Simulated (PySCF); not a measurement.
SMILES C[Si](C)(O)[SiH3], GFN2-xTB optimised geometry.

```
15

Si    -1.46    -1.52     1.84
Si    -0.54    -0.46     0.00
C      1.36    -0.46     0.00
C     -1.17    -1.24    -1.63
O     -0.88     1.14     0.00
H     -1.18    -2.95     1.87
H     -2.93    -1.40     1.89
H     -1.00    -0.98     3.13
H      1.76     0.04    -0.88
H      1.75     0.05     0.87
H      1.76    -1.48     0.01
H     -0.79    -0.71    -2.50
H     -0.85    -2.28    -1.72
H     -2.25    -1.23    -1.69
H     -1.76     1.48    -0.14
```

Density from PBE0/def2-TZVP run with PySCF at that geometry.

Minimum of the electron density along straight lines between bonded atoms, close to the bond critical point (lines longer than 1.1 times the sum of covalent radii, or with two minima, are not listed):

| bond | length / Å | ρ at the minimum / e bohr⁻³ | ∇²ρ there / e bohr⁻⁵ | position (fraction from the first atom) |
|---|---|---|---|---|
| Si1–Si2 | 2.317 | ? | -0.18 | 0.62 |
| Si2–C3 | 1.902 | 0.118 | 0.14 | 0.39 |
| Si2–C4 | 1.913 | 0.115 | 0.14 | 0.39 |
| Si2–O5 | 1.642 | 0.137 | ? | 0.41 |
| Si1–H6 | 1.466 | 0.121 | 0.20 | 0.49 |
| Si1–H7 | 1.471 | 0.120 | 0.20 | 0.49 |
| Si1–H8 | 1.467 | 0.121 | 0.20 | 0.49 |
| C3–H9 | 1.086 | 0.274 | -0.92 | 0.64 |
| C3–H10 | 1.086 | 0.275 | -0.92 | 0.64 |
| C3–H11 | 1.086 | 0.274 | -0.92 | 0.64 |
| C4–H12 | 1.087 | 0.274 | -0.91 | 0.64 |
| C4–H13 | 1.085 | 0.275 | -0.92 | 0.64 |
| C4–H14 | 1.087 | 0.273 | -0.91 | 0.64 |
| O5–H15 | 0.952 | 0.364 | ? | 0.81 |

Task: Fill in the missing entries.

Result: 
- Si1–Si2, ρ at the minimum / e bohr⁻³: 0.100
- Si2–O5, ∇²ρ there / e bohr⁻⁵: 0.86
- O5–H15, ∇²ρ there / e bohr⁻⁵: -2.51
